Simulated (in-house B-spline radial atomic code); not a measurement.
How numerical settings move a run on Pd5+, [Kr] 4d5. Computed with a B-spline radial code for spherical atoms: Dirac-Hartree-Fock, average of configuration, Fermi nucleus of rms radius 4.5318 fm.

Command:
```bash
python run_scf.py task.json out
```
Settings of the sound reference run:
```
Z                46
electrons        41
configuration    [Kr] 4d5
hamiltonian      dirac
method           hf
spin_polarised   False
nucleus          fermi
rms_radius       4.5318
mass_number      106
atomic_mass      105.9035
speed_of_light   137.036
knot_spacing     0.22
spline_order     8
gauss_points     12
box_radius       10.53
max_iterations   70
damping          0.5
damped_steps     3
diis_vectors     10
tolerance        1e-08
start            Thomas-Fermi
```

Run time, properties included: 1.8 s on 1 thread of Arm Neoverse N1 (shared host).

It converges in 10 iterations to -5038.181050 hartree, with 4d5/2 at -82.1609 eV. The other runs change the listed settings, some to values that make no sense; their results aren't properties of the atom or ion. Radii are in bohr (the nuclear one in fm), a minus after a letter asks for a j subshell, and «unchanged» means within 1e-8 hartree. The run stops when the residual is below 10 × tolerance × max(1, Z/10), or a noise floor if that is larger, and the energy moves by less than 1e-8 × √|E| hartree; so very loose and very tight tolerances often act alike.

| changed settings | outcome |
| --- | --- |
| knot_spacing = 1, box_radius = 5.26, first_knot = 0.0652, max_iterations = 75 | converged in 10 iterations, energy +9.30e+01 hartree from the reference, 4d5/2 level -3.7e-02 eV (the program warns: 4d5/2 reaches the box edge; 1s1/2 reaches the box edge) |
| diis_vectors = 0 | converged in 21 iterations, energy unchanged, 4d5/2 level -1.6e-06 eV |
| start = bare nucleus | converged in 10 iterations, energy unchanged, 4d5/2 level -4.4e-06 eV |
| diis_vectors = 20 | converged in 10 iterations, energy unchanged |
| max_iterations = 5 | not converged after 5 iterations, last residual 9.3e-03, last energy +2.43e-03 hartree from the reference |
| electrons = 42, configuration = [Kr] 4d5 5s-1, max_iterations = 60 | stopped with error: j subshells need the Dirac Hamiltonian and l > 0 |
| diis_vectors = 2 | converged in 11 iterations, energy unchanged, 4d5/2 level -6.8e-06 eV |
| gauss_points = 3, first_knot = 2.17e-06, max_iterations = 50, damping = 0.8, start = bare nucleus | converged in 10 iterations, energy +1.17e-04 hartree from the reference, 4d5/2 level +7.8e-05 eV |
| electrons = 47, configuration = [Kr] 4d11, max_iterations = 100 | stopped with error: shell 4d holds at most 10 electrons |
| box_radius = 21.06, first_knot = 0.000217, max_iterations = 75, damping = 0.95, start = bare nucleus | converged in 12 iterations, energy +1.98e-05 hartree from the reference |
| max_iterations = 8 | not converged after 8 iterations, last residual 1.2e-05, last energy +2.00e-09 hartree from the reference |
| diis_vectors = 4 | converged in 10 iterations, energy unchanged, 4d5/2 level +2.3e-06 eV |

(1) What happens with spline_order = 7, max_iterations = 75, damping = 0, tolerance = 0.001, start = bare nucleus?

(2) What happens with max_iterations = 2?

(3) What happens with spline_order = 4, first_knot = 2.17e-05, max_iterations = 100, tolerance = 1e-13?

(4) What happens with method = scan,scan?

Answers

(1) Converged in 10 iterations, energy +2.85e-07 hartree from the reference, 4d5/2 level +5.7e-05 eV.

(2) Not converged after 2 iterations, last residual 2.7e-01, last energy +1.89e+00 hartree from the reference.

(3) Converged in 10 iterations, energy +2.54e-03 hartree from the reference, 4d5/2 level -4.8e-04 eV.

(4) Stopped with error: meta-GGAs are not served with the Dirac Hamiltonian.
